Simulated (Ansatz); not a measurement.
Mulliken charges of `[F][GaH2]` from PBE/def2-TZVPP in Ansatz (PBE0-D4/def2-TZVP geometry).

| atom | x (Å) | y (Å) | z (Å) | charge (e) |
| --- | --- | --- | --- | --- |
| F1 | -0.554 | -0.499 | 1.448 | -0.344 |
| Ga2 | 0.058 | 0.022 | -0.117 | 0.416 |
| H3 | -0.882 | -0.328 | -1.306 | -0.036 |
| H4 | 1.433 | 0.744 | -0.045 | -0.036 |

By hand: the dipole of these point charges (1 e Å = 4.8032 D).

Σ q r = (0.195, 0.166, -0.498) e Å, of length 0.560 e Å = 2.69 D.

How does the dipole of the full density compare? (An estimate is asked.)

Computed: (0.149, 0.127, -0.381) e Å, 2.06 D; the point charges give 1.31 times that, at 0° from its direction.

Point charges leave out the atoms' own dipoles, such as those of lone pairs, and Mulliken's split depends on the basis, so the two needn't agree.
